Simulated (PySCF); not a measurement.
SiOBr, SMILES O=[Si]Br, multiplicity 2. The structure is a stationary point at TPSSh-D3(BJ)/def2-TZVP.

Computed equilibrium geometry at TPSSh-D3(BJ)/def2-TZVP (PySCF confirms it by a frequency run) as a Z-matrix, and its point group:
point group Cs.
```
Si
O 1 1.5292
Br 1 2.2314 2 125.42
```
Charge 0, spin multiplicity 2.
